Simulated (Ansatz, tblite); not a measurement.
Spin states of Zr2Se4, each relaxed with PBE-D4/def2-SVP in Ansatz. Electronic energies in the gas phase.

In the def2 sets Zr takes a core potential; there is no spin–orbit coupling. The xTB rows come from tblite. Correlated methods freeze 36 core orbitals; core or outer-core shells of Zr, Se are correlated, in sets that lack core-valence functions. HOMO above LUMO, or a gap near zero within one spin, warns that the state may not be the lowest or that an electron is smeared out. The structure comes from a short search, and lower isomers may exist.

Singlet geometry (C3v within 0.1 Å):

```xyz
6

Zr    1.6995    0.5426   -0.9114
Zr   -0.7593   -0.2440    0.4054
Se   -0.2117    2.1476   -0.6902
Se    1.7016   -0.1944    1.4833
Se    0.3366   -1.3733   -1.7757
Se   -2.7666   -0.8785    1.4886
```

Triplet geometry:

```csv
atom,x (Å),y (Å),z (Å)
Zr1,-1.194,-0.630,1.503
Zr2,0.505,0.255,-0.588
Se3,-2.091,0.775,-0.426
Se4,0.058,-2.276,0.033
Se5,0.778,0.929,1.952
Se6,1.944,0.947,-2.474
```

Quintet geometry:

```xyz
6

Zr   -0.8860    1.7127    0.4431
Zr    0.3507   -0.6231   -0.2904
Se    0.1520    0.1763    2.2459
Se    0.4438    1.5298   -1.7705
Se   -2.3069   -0.3942   -0.1293
Se    2.2465   -2.4014   -0.4987
```

⟨S²⟩: triplet 2.01 at PBE0-D4/def2-TZVP (pure 2.00), quintet 6.02 at PBE0-D4/def2-TZVP (pure 6.00).

Only these spin states were relaxed.

Second-order perturbation terms are unreliable where d shells bring near-degenerate states, and here MP2/def2-TZVP lies more than 0.4 eV from the median of the functionals without such a term.

| level | triplet − singlet (kJ/mol) | quintet − singlet (kJ/mol) | lowest of these | remarks |
| --- | --- | --- | --- | --- |
| GFN1-xTB | 98.1 | 293.3 | singlet | – |
| GFN2-xTB | 135.8 | 360.2 | singlet | – |
| BLYP-D4/def2-TZVP | 70.8 | 264.9 | singlet | gap within one spin near zero (quintet), gap within one spin near zero (triplet) |
| r2SCAN-D4/def2-TZVP | 74.2 | 261.1 | singlet | gap within one spin near zero (triplet) |
| PBE0-D4/def2-TZVP | 73.4 | 250.5 | singlet | – |

Task: Estimate the rows for HF/def2-TZVP, PBE-D4/def2-TZVP, revPBE-D4/def2-TZVP, MP2/def2-TZVP.

Result: 
| level | triplet − singlet (kJ/mol) | quintet − singlet (kJ/mol) | lowest of these | remarks |
| --- | --- | --- | --- | --- |
| HF/def2-TZVP | -24.8 | 122.3 | triplet | test for broken spin undecided (singlet) |
| PBE-D4/def2-TZVP | 73.9 | 264.0 | singlet | gap within one spin near zero (triplet) |
| revPBE-D4/def2-TZVP | 72.4 | 258.5 | singlet | gap within one spin near zero (triplet) |
| MP2/def2-TZVP | 138.0 | 370.0 | singlet | test for broken spin undecided (singlet) |

The xTB methods have no spin-polarisation term.
